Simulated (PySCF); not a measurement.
Compound: C₄H₁₂GeO.
SMILES: `CCC[O][GeH2][CH3]`

Computed with TDDFT wB97X-D/def2-SVPD, vertical, gas phase, core orbitals frozen in the response (PySCF 2.14.0, density-fitted response routines). Geometry: PBE0-D3(BJ)/def2-SVP, one conformer, isolated molecule. The wB97X-D/def2-SVPD calculation is non-relativistic and has no spin–orbit coupling, an omission that weighs most on germanium. Torsions of this conformer, `[CH3:1][CH2:2][CH2:3][O:4][GeH2:5][CH3:6]`: C1–C2–C3–O4 -60°, C2–C3–O4–Ge5 178°, C3–O4–Ge5–C6 180°.

Computed states:

```
state  E (eV)       f
   S1    6.99  0.0006
   S2    7.57   0.039
   S3    7.86   0.031
   S4    7.96   0.073
   S5    8.44   0.026
   S6    8.47   0.011
   S7    8.62  0.0053
   S8    8.71   0.021
   S9    8.78   0.204
  S10    8.86   0.042
```

Broadening: Gaussians 0.5 eV wide at half height, area fixed by f = 4.319×10⁻⁹ ∫ε dν̃. The width is an assumption, not a result. The curve ends short of the highest state used, and states not computed would add to its high-energy end.

**Question.** What does the envelope look like, and where are its maxima?

**Answer.** 
```csv
λ (nm),ε (L mol⁻¹ cm⁻¹)
150.2,3834
152.3,4333
154.4,5432
156.5,6103
158.6,5904
160.7,5073
162.8,4030
165.0,2955
167.1,2021
169.2,1243
171.3,680
173.4,337
175.5,160
177.6,80
179.7,46
181.9,28
184.0,18
186.1,11
188.2,6
190.3,3
192.4,1
194.5,1
196.6,0
198.8,0
```

Maxima: 157 nm (7.90 eV), ε about 6100, made up of S2 (11%), S3 (27%) and S4 (61%) (ε in L mol⁻¹ cm⁻¹; maxima over ε = 5, shares over 10%). At its high-energy end, 8.26 eV, the curve is still rising (ε about 3800, from S4, S5 and S9).

**Question.** Coming from long wavelengths, where does ε first pass 100 L mol⁻¹ cm⁻¹?

**Answer.** At about 177 nm (7.01 eV), 0.02 eV above S1.

**Question.** Does any computed singlet lie in the visible range?

**Answer.** No computed singlet lies in the visible range (380 to 750 nm); the lowest, at 177 nm, stands 3.73 eV above its violet end (3.26 eV).

**Question.** What would ε be at 7.90 eV, the highest of these maxima, with half the width (0.25 eV)?

**Answer.** About 9890 L mol⁻¹ cm⁻¹ against 6130, a factor of about 1.6; a lone state at its own centre would give exactly 2.

All these states lie below the vertical ionisation energy of 9.64 eV (ΔSCF).

The run took 2.8 min of wall time on one thread of an Arm Neoverse V1, on a shared host, and the process peaked at 1.2 GiB of memory.

Without π bonds the low states are Rydberg-like; a valence basis with one diffuse set may place them up to an eV too high.
